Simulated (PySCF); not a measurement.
# Spin-rotation constants: `CC[C@@H](S)CCC#N`, C₆H₁₁NS

Geometry:
```
atom   x (Å)   y (Å)   z (Å)
  C1   2.590   0.264   0.494
  C2   1.471  -0.420  -0.281
  C3   0.092   0.151   0.035
  S4  -0.033   1.911  -0.525
  C5  -1.020  -0.638  -0.652
  C6  -2.416  -0.195  -0.195
  C7  -2.600  -0.443   1.212
  N8  -2.720  -0.646   2.330
  H9   2.403   0.207   1.565
 H10   3.539  -0.222   0.286
 H11   2.675   1.310   0.208
 H12   1.460  -1.484  -0.030
 H13   1.657  -0.329  -1.353
 H14  -0.076   0.160   1.116
 H15   0.525   2.449   0.553
 H16  -0.885  -1.700  -0.430
 H17  -0.942  -0.504  -1.733
 H18  -2.544   0.876  -0.379
 H19  -3.186  -0.738  -0.748
```

Computed, not measured: PySCF 2.14.0, GIAO KT3/pcSseg-1 magnetisability, rotational g tensor and spin-rotation constants, non-relativistic, gas phase. Geometry: GFN2-xTB.

Give the nuclear spin-rotation constants along the inertial axes (H = +C I·J) beside the isotropic shieldings.

Rotational constants 2.4032, 0.9801, 0.8695 GHz. A star marks the isotopologue with that one atom substituted, in its own axes.
| atom | isotope | Caa (kHz) | Cbb (kHz) | Ccc (kHz) | mean (kHz) | σ (ppm) |
| --- | --- | --- | --- | --- | --- | --- |
| N8 | 14N | 0.423 | 0.143 | 0.108 | 0.225 | -10.5 |
| H9 | 1H | -0.203 | -0.084 | -0.030 | -0.105 | 31.1 |
| H10 | 1H | -0.082 | -0.062 | -0.084 | -0.076 | 30.5 |
| H11 | 1H | -0.196 | -0.013 | -0.080 | -0.096 | 30.1 |
| H12 | 1H | -0.219 | -0.003 | -0.080 | -0.101 | 30.0 |
| H13 | 1H | -0.183 | -0.076 | -0.033 | -0.098 | 30.4 |
| H14 | 1H | -0.174 | -0.091 | -0.001 | -0.089 | 28.6 |
| H15 | 1H | -0.257 | -0.115 | 0.008 | -0.121 | 30.1 |
| H16 | 1H | -0.255 | 0.008 | -0.080 | -0.109 | 29.9 |
| H17 | 1H | -0.229 | -0.068 | -0.029 | -0.108 | 30.3 |
| H18 | 1H | -0.226 | 0.010 | -0.072 | -0.096 | 28.3 |
| H19 | 1H | -0.129 | -0.105 | -0.024 | -0.086 | 29.4 |
| C1 | 13C* | 0.335 | 0.147 | 0.116 | 0.200 | 169.2 |
| C2 | 13C* | 0.423 | 0.162 | 0.163 | 0.249 | 146.4 |
| C3 | 13C* | 0.436 | 0.180 | 0.190 | 0.269 | 134.3 |
| S4 | 33S* | 0.552 | 0.198 | 0.176 | 0.309 | 598.3 |
| C5 | 13C* | 0.409 | 0.176 | 0.153 | 0.246 | 146.9 |
| C6 | 13C* | 0.341 | 0.146 | 0.123 | 0.203 | 166.9 |
| C7 | 13C* | 0.867 | 0.268 | 0.196 | 0.444 | 73.9 |

For the geometry as given, no vibrational averaging.

How do the rotational constants and the g tensor change when H9, H10, H11, H12, H13, H14, H15, H16, H17, H18, H19 are replaced by deuterium?

Constants 2.0639, 0.8714, 0.7847 GHz; g -0.0124, -0.0050, -0.0059, against -0.0127, -0.0059, -0.0067 before.
